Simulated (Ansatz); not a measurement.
Gas-phase reaction in SMILES: [CH3][Ge]([F])([F])[F] [trifluoro(methyl)germane] → F[C](F)(F)[GeH3]
Each molecule is optimised on its own at B3LYP-D3(BJ)/def2-TZVP (Ansatz, a program for electronic structure).

Property: isomerisation energy (electronic energy difference), in kcal/mol. Cores are frozen in the correlated levels unless marked. No spin-orbit coupling. Frozen are the shells of the preceding noble gas and the d and f shells that filled before the atom's block. Non-relativistic. CBS marks a two-point X^-3 extrapolation of the correlation energy; Hartree-Fock from the larger set.

```
level                                        program  isomerisation energy (kcal/mol)
------------------------------------  --------------  -------------------------------
revPBE-D4/def2-TZVPD                  Ansatz + dftd4                             91.5
PBE0/6-31G*                                   Ansatz                             85.8
r2SCANh-D4/def2-TZVPD                 Ansatz + dftd4                             95.6
LC-wPBE-D3(BJ)/def2-TZVPD             Ansatz + dftd3                             95.3
B2PLYP-D3(BJ)/def2-TZVPD              Ansatz + dftd3                            102.0
MP2/cc-pVQZ                                   Ansatz                            114.8
SCS-MP2/6-31G*                                Ansatz                            106.8
CCSD/aug-cc-pVDZ                              Ansatz                            102.9
CCSD/cc-pVTZ                                  Ansatz                            103.7
CCSD(T)/CBS(aug-cc-pVTZ,aug-cc-pVQZ)          Ansatz                            108.4
```
